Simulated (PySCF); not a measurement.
C4H5 (SMILES [CH-]1[C@@H]2C[C@H]12), charge -1, singlet, at a GFN2-xTB geometry; PySCF with MP2/3-21G.

PySCF was given this input:
```python
from pyscf import gto, scf, mp

mol = gto.Mole()
mol.atom = '''
    C    -0.01348128    1.18155902    0.44895058
    C     0.00640291   -1.09047136    0.32460397
    C     0.75400431    0.06221722   -0.26521490
    C    -0.75049844    0.04972316   -0.27751056
    H    -0.01520664    2.09591209   -0.26903994
    H    -0.00145211   -1.21255464    1.40980063
    H     0.01870869   -2.05397794   -0.20208349
    H     1.39180994   -0.01229614   -1.15053042
    H    -1.37242485   -0.03525157   -1.17312134
'''
mol.basis = '3-21g'
mol.charge = -1
mol.verbose = 4
mol.build()

mf = scf.RHF(mol)
mf.kernel()

pt = mp.MP2(mf)
pt.kernel()
print('E(MP2) = %.10f' % pt.e_tot)
mf.analyze()
```

Question: Write the output that PySCF gives for this input, abridged.

Answer: 
```
PySCF version 2.14.0

[INPUT] verbose = 4
[INPUT] num. atoms = 9
[INPUT] num. electrons = 30
[INPUT] charge = -1
[INPUT] spin (= nelec alpha-beta = 2S) = 0
[INPUT] symmetry False subgroup None
[INPUT] Mole.unit = angstrom
[INPUT] Symbol           X                Y                Z      unit          X                Y                Z       unit  Magmom
[INPUT]  1 C     -0.013481280000   1.181559020000   0.448950580000 AA   -0.025475927009   2.232822947809   0.848393639665 Bohr   0.0
[INPUT]  2 C      0.006402910000  -1.090471360000   0.324603970000 AA    0.012099746300  -2.060692217082   0.613412602247 Bohr   0.0
[INPUT]  3 C      0.754004310000   0.062217220000  -0.265214900000 AA    1.424861642642   0.117573506032  -0.501183525154 Bohr   0.0
[INPUT]  4 C     -0.750498440000   0.049723160000  -0.277510560000 AA   -1.418236508513   0.093963154448  -0.524418955075 Bohr   0.0
[INPUT]  5 H     -0.015206640000   2.095912090000  -0.269039940000 AA   -0.028736384875   3.960699831265  -0.508411803169 Bohr   0.0
[INPUT]  6 H     -0.001452110000  -1.212554640000   1.409800630000 AA   -0.002744090203  -2.291396180671   2.664137080939 Bohr   0.0
[INPUT]  7 H      0.018708690000  -2.053977940000  -0.202083490000 AA    0.035354300249  -3.881455772498  -0.381882450396 Bohr   0.0
[INPUT]  8 H      1.391809940000  -0.012296140000  -1.150530420000 AA    2.630139604047  -0.023236336989  -2.174187391781 Bohr   0.0
[INPUT]  9 H     -1.372424850000  -0.035251570000  -1.173121340000 AA   -2.593507093047  -0.066615812761  -2.216878043483 Bohr   0.0

nuclear repulsion = 107.460293519254
number of shells = 30
number of NR pGTOs = 75
number of NR cGTOs = 46
basis = 3-21g
ecp = {}

******** <class 'pyscf.scf.hf.RHF'> ********
method = RHF
initial guess = minao
damping factor = 0
level_shift factor = 0
DIIS = <class 'pyscf.scf.diis.CDIIS'>
diis_start_cycle = 1
diis_space = 8
diis_damp = 0
SCF conv_tol = 1e-09
SCF conv_tol_grad = None
SCF max_cycles = 50
direct_scf = True
direct_scf_tol = 1e-13
Set gradient conv threshold to 3.16228e-05
Initial guess from minao.
init E= -154.333226579059
  HOMO = -0.116340107488278  LUMO = 0.170988729040534  gap/eV = 7.81862
cycle= 1 E= -153.216770897825  delta_E= 1.12  |g|= 0.355  |ddm|= 3.14
  HOMO = 0.0552615389527684  LUMO = 0.447836423391722  gap/eV = 10.68251
cycle= 2 E= -153.259191429699  delta_E= -0.0424  |g|= 0.132  |ddm|= 0.833
  HOMO = -0.00356620799612983  LUMO = 0.456053192568168  gap/eV = 12.50688
cycle= 3 E= -153.264814446575  delta_E= -0.00562  |g|= 0.0408  |ddm|= 0.289
  HOMO = 0.000460705655353166  LUMO = 0.458334410684889  gap/eV = 12.45938
cycle= 4 E= -153.26569377186  delta_E= -0.000879  |g|= 0.00858  |ddm|= 0.131
  HOMO = 0.000396810154275062  LUMO = 0.458340919342763  gap/eV = 12.46129
cycle= 5 E= -153.265774222617  delta_E= -8.05e-05  |g|= 0.00273  |ddm|= 0.0601
  HOMO = -0.000202376633656076  LUMO = 0.458231585120517  gap/eV = 12.47462
cycle= 6 E= -153.265781842906  delta_E= -7.62e-06  |g|= 0.000925  |ddm|= 0.0186
  HOMO = -0.000189012839405311  LUMO = 0.458356485869385  gap/eV = 12.47766
cycle= 7 E= -153.265782497363  delta_E= -6.54e-07  |g|= 0.000159  |ddm|= 0.00574
  HOMO = -0.000213405253838062  LUMO = 0.458335775662423  gap/eV = 12.47776
cycle= 8 E= -153.265782516954  delta_E= -1.96e-08  |g|= 3.26e-05  |ddm|= 0.000772
  HOMO = -0.000212550913219367  LUMO = 0.458335308776396  gap/eV = 12.47772
cycle= 9 E= -153.26578251808  delta_E= -1.13e-09  |g|= 7.27e-06  |ddm|= 0.0002
  HOMO = -0.000213289253294668  LUMO = 0.458335060371002  gap/eV = 12.47774
cycle= 10 E= -153.26578251814  delta_E= -5.96e-11  |g|= 2.49e-06  |ddm|= 5.06e-05
  HOMO = -0.00021302518101507  LUMO = 0.458335317264918  gap/eV = 12.47774
Extra cycle  E= -153.265782518144  delta_E= -4.43e-12  |g|= 1.16e-06  |ddm|= 1.04e-05
converged SCF energy = -153.265782518144

******** <class 'pyscf.mp.mp2.RMP2'> ********
nocc = 15, nmo = 46
E(RMP2) = -153.629085537732  E_corr = -0.363303019588157
E(SCS-RMP2) = -153.629524854021  E_corr = -0.363742335876297
E_corr(same-spin) = -0.0833322549571053
E_corr(oppo-spin) = -0.279970764631051
E(MP2) = -153.6290855377
**** SCF Summaries ****
Total Energy =                        -153.265782518144249
Nuclear Repulsion Energy =             107.460293519253867
One-electron Energy =                 -425.187575700514799
Two-electron Energy =                  164.461499663116712
Two-electron Coulomb Energy =          187.070230842935416
DFT Exchange-Correlation Energy =      -22.608731179818705
HOMO-LUMO gap [eV] =                    12.477735955127431
**** MO energy ****
MO #1   energy= -10.9705470760199  occ= 2
MO #2   energy= -10.9488160265149  occ= 2
MO #3   energy= -10.9485643443455  occ= 2
MO #4   energy= -10.881576634354   occ= 2
MO #5   energy= -0.982966347964056 occ= 2
MO #6   energy= -0.678095440129209 occ= 2
MO #7   energy= -0.553787462453227 occ= 2
MO #8   energy= -0.523104523340491 occ= 2
MO #9   energy= -0.450422623112196 occ= 2
MO #10  energy= -0.352779041117924 occ= 2
MO #11  energy= -0.246168249755382 occ= 2
MO #12  energy= -0.2346250842369   occ= 2
MO #13  energy= -0.184163472841134 occ= 2
MO #14  energy= -0.17645626599039  occ= 2
MO #15  energy= -0.00021302518101507 occ= 2
MO #16  energy= 0.458335317264918  occ= 0
MO #17  energy= 0.499116280091441  occ= 0
MO #18  energy= 0.509116349860816  occ= 0
MO #19  energy= 0.536474265626336  occ= 0
MO #20  energy= 0.554027897705311  occ= 0
MO #21  energy= 0.57464525820493   occ= 0
MO #22  energy= 0.615345683121862  occ= 0
MO #23  energy= 0.664213623236152  occ= 0
 ** Mulliken pop on meta-lowdin orthogonal AOs  **
 ** Mulliken pop  **
 ** Mulliken atomic charges  **
charge of    0C =     -0.53038
charge of    1C =     -0.19479
charge of    2C =     -0.20398
charge of    3C =     -0.20398
charge of    4H =     -0.05033
charge of    5H =      0.05241
charge of    6H =      0.03566
charge of    7H =      0.04770
charge of    8H =      0.04770

WARN: System has nonzero charge -1; the dipole moment is origin-dependent.
Location of origin: [0. 0. 0.]

Dipole moment(X, Y, Z, Debye):  0.05625, -3.52626, -3.29999
```
